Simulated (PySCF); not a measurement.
Harmonic spectrum computed at PBE0 in the lcecp-1/def2-TZVP basis family (core potentials from Rb on, PySCF, no spin–orbit coupling):

| ω (cm⁻¹) | IR (km/mol, summed over degenerate members) | degeneracy |
| --- | --- | --- |
| 249 | 656 | 1 |
| 563 | 195 | 2 |
| 1455 | 1550 | 2 |
| 1530 | 35.1 | 1 |

Which molecule gave it? In each, all ligands are bound to the one heavy central atom.
A. TmH₃ (valence singlet (4f shell in the core))
B. ErH₃ (valence singlet (4f shell in the core))
C. PmH₃ (valence singlet (4f shell in the core))
D. LaH₃ (singlet)
E. NdH₃ (valence singlet (4f shell in the core))

B. It has C3v symmetry with Er–H 1.975 Å (×3).
